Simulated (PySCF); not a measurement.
CH2NO, doublet, geometry from GFN2-xTB; PySCF with BHANDHLYP/def2-SVPD.

Input for PySCF:
```python
from pyscf import gto, scf, dft

mol = gto.Mole()
mol.atom = '''
    N    -1.084208    0.034696   -0.003522
    C     0.169541   -0.378673    0.005976
    O     1.219079    0.204885    0.000415
    H    -1.343784    1.022254   -0.018599
    H    -1.836633   -0.632171    0.004077
'''
mol.basis = 'def2-svpd'
mol.charge = 0
mol.spin = 1
mol.verbose = 4
mol.build()

mf = dft.UKS(mol)
mf.xc = 'bhandhlyp'
mf.grids.atom_grid = (99, 590)
mf.grids.prune = None
mf.kernel()
```

Output, abridged:

```
PySCF version 2.14.0

[INPUT] verbose = 4
[INPUT] num. atoms = 5
[INPUT] num. electrons = 23
[INPUT] charge = 0
[INPUT] spin (= nelec alpha-beta = 2S) = 1
[INPUT] symmetry False subgroup None
[INPUT] Mole.unit = angstrom
[INPUT] Symbol           X                Y                Z      unit          X                Y                Z       unit  Magmom
[INPUT]  1 N     -1.084208000000   0.034696000000  -0.003522000000 AA   -2.048856182062   0.065565937618  -0.006655615411 Bohr   0.0
[INPUT]  2 C      0.169541000000  -0.378673000000   0.005976000000 AA    0.320386056885  -0.715588260767   0.011293003320 Bohr   0.0
[INPUT]  3 O      1.219079000000   0.204885000000   0.000415000000 AA    2.303725434209   0.387176537032   0.000784236342 Bohr   0.0
[INPUT]  4 H     -1.343784000000   1.022254000000  -0.018599000000 AA   -2.539383730573   1.931780089741  -0.035147016191 Bohr   0.0
[INPUT]  5 H     -1.836633000000  -0.632171000000   0.004077000000 AA   -3.470733361338  -1.194630053892   0.007704413410 Bohr   0.0

nuclear repulsion = 64.4554378639071
number of shells = 33
number of NR pGTOs = 113
number of NR cGTOs = 79
basis = def2-svpd
ecp = {}

******** <class 'pyscf.dft.uks.UKS'> ********
method = UKS
initial guess = minao
damping factor = 0
level_shift factor = 0
DIIS = <class 'pyscf.scf.diis.CDIIS'>
diis_start_cycle = 1
diis_space = 8
diis_damp = 0
SCF conv_tol = 1e-09
SCF conv_tol_grad = None
SCF max_cycles = 50
direct_scf = True
direct_scf_tol = 1e-13
number electrons alpha = 12  beta = 11
XC library pyscf.dft.libxc version 7.1.2
    S. Lehtola, C. Steigemann, M. J. T. Oliveira, and M. A. L. Marques,  SoftwareX 7, 1–5 (2018)
XC functionals = bhandhlyp
    A. D. Becke,  J. Chem. Phys. 98, 1372 (1993)
    Defined through Gaussian implementation.
radial grids:
    Treutler-Ahlrichs [JCP 102, 346 (1995); DOI:10.1063/1.469408] (M4) radial grids

becke partition: Becke, JCP 88, 2547 (1988); DOI:10.1063/1.454033
pruning grids: None
grids dens level: 3
symmetrized grids: False
atomic radii adjust function: <function treutler_atomic_radii_adjust>
User specified grid scheme (99, 590)
small_rho_cutoff = 0
Set gradient conv threshold to 3.16228e-05
tot grids = 292056
init E= -169.421072606037

cycle= 1 E= -168.923513907099  delta_E= 0.498  |g|= 0.484  |ddm|= 2.14
cycle= 2 E= -168.738785917477  delta_E= 0.185  |g|= 0.864  |ddm|= 1.01
cycle= 3 E= -169.029479337637  delta_E= -0.291  |g|= 0.0415  |ddm|= 0.699
cycle= 4 E= -169.030352279497  delta_E= -0.000873  |g|= 0.0271  |ddm|= 0.147
cycle= 5 E= -169.030710862915  delta_E= -0.000359  |g|= 0.00719  |ddm|= 0.0514
cycle= 6 E= -169.030755321428  delta_E= -4.45e-05  |g|= 0.00206  |ddm|= 0.0252
cycle= 7 E= -169.030762304791  delta_E= -6.98e-06  |g|= 0.000953  |ddm|= 0.0118
cycle= 8 E= -169.030763582324  delta_E= -1.28e-06  |g|= 0.000447  |ddm|= 0.0022
cycle= 9 E= -169.030764035186  delta_E= -4.53e-07  |g|= 0.000188  |ddm|= 0.00135
cycle= 10 E= -169.030764159731  delta_E= -1.25e-07  |g|= 7.04e-05  |ddm|= 0.0011
cycle= 11 E= -169.030764174519  delta_E= -1.48e-08  |g|= 2.18e-05  |ddm|= 0.000425
cycle= 12 E= -169.03076417566  delta_E= -1.14e-09  |g|= 9.63e-06  |ddm|= 6.41e-05
cycle= 13 E= -169.030764175855  delta_E= -1.95e-10  |g|= 5.09e-06  |ddm|= 3.5e-05
Extra cycle  E= -169.030764175859  delta_E= -3.41e-12  |g|= 7.02e-06  |ddm|= 1.01e-05
converged SCF energy = -169.030764175859  <S^2> = 0.7557828  2S+1 = 2.0057745
```
